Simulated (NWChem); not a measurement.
Species: TiH4; SMILES [TiH4]

Program: NWChem. All runs use the structure optimised with PBE0/def2-SVP. B3LYP is NWChem's, with the RPA form of VWN correlation. Vertical excitations in the gas phase; the lowest state need not have the same character in each row.

| level | lowest excitation, singlet (eV) | oscillator strength of that lowest state | orbital gap (eV) |
|---|---|---|---|
| PBE/def2-SVPD, TDA | 3.08 | 0.000 | 3.13 |
| B3LYP/def2-SVPD, TDA | 3.27 | 0.000 | 5.41 |
| Hartree-Fock/def2-SVPD, CIS | 4.16 | 0.000 | 13.14 |
| LDA (Slater exchange, VWN5)/def2-SVPD, TDA | (withheld) | 0.000 | (withheld) |

Task: What belongs in the gaps?

Result: 
- LDA (Slater exchange, VWN5)/def2-SVPD, TDA, lowest excitation, singlet (eV): 2.88
- LDA (Slater exchange, VWN5)/def2-SVPD, TDA, orbital gap (eV): 2.83
